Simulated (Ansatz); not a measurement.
Geometry optimisation, RKS PBE0-D4/def2-SVP (Ansatz).

input.yaml

```yaml
crystal:
  periodic: [false, false, false]
  atoms:
    - { symbol: Ge, position_ang: [0.238318, 0.055363, -0.05367] }
    - { symbol: F, position_ang: [0.250478, -0.008517, 1.652838] }
    - { symbol: H, position_ang: [1.694134, -0.064216, -0.510073] }
    - { symbol: H, position_ang: [-0.560088, 1.277275, -0.50187] }
    - { symbol: F, position_ang: [-0.57305, -1.373296, -0.592567] }
    - { symbol: H, position_ang: [-2.307134, -0.053275, 0.997787] }
    - { symbol: H, position_ang: [-1.873758, 0.060568, 1.557755] }
basis:
  gaussian: { orbitals: def2-SVP }
hamiltonian:
  xc: pbe0
  dispersion: d4
relax:
  f_tol: 0.03
  max_steps: 50
output:
  orbitals: {}
```

Launched with:

```bash
$ ansatz run input.yaml --threads 1 --pin off --max-ram 2048MiB --backend cpu --events-out ev --progress --plain --runs-dir out
```

Q: Where does it end, and by what steps?

A: The run converged. The force dipped under the threshold on the way, but the program's further checks kept it going. After 18 steps the energy has fallen by 0.148 eV; H6 moved furthest, 1.23 Å.

| step | energy less start (eV) | largest force component (eV/Å) | accepted |
| --- | --- | --- | --- |
| 0 | 0.0000 | 1.365 | yes |
| 1 | -0.1084 | 0.376 | yes |
| 2 | -0.1330 | 0.085 | yes |
| 3 | -0.1360 | 0.037 | yes |
| 4 | -0.1368 | 0.027 | yes |
| 5 | -0.1379 | 0.069 | yes |
| 6 | -0.1319 | 0.664 | no |
| 7 | -0.1396 | 0.098 | yes |
| 8 | -0.1398 | 0.300 | yes |
| 9 | -0.1419 | 0.085 | yes |
| 10 | -0.1432 | 0.027 | yes |
| 11 | -0.1436 | 0.278 | yes |
| 12 | -0.1456 | 0.083 | yes |
| 13 | -0.1460 | 0.063 | yes |
| 14 | -0.1468 | 0.057 | yes |
| 15 | -0.1472 | 0.111 | yes |
| 16 | -0.1475 | 0.063 | yes |
| 17 | -0.1478 | 0.009 | yes |
| 18 | -0.1479 | 0.025 | yes |

```xyz
7
Properties=species:S:1:pos:R:3
Ge 0.482 -0.023 -0.297
F 0.003 -0.310 1.344
H 1.997 0.182 -0.307
H -0.425 1.068 -0.866
F 0.134 -1.499 -1.127
H -3.029 0.337 1.916
H -2.294 0.140 1.887
```

Run time: 51 s on 1 thread of Arm Neoverse V2, with other jobs on the host, peak memory 0.15 GiB.
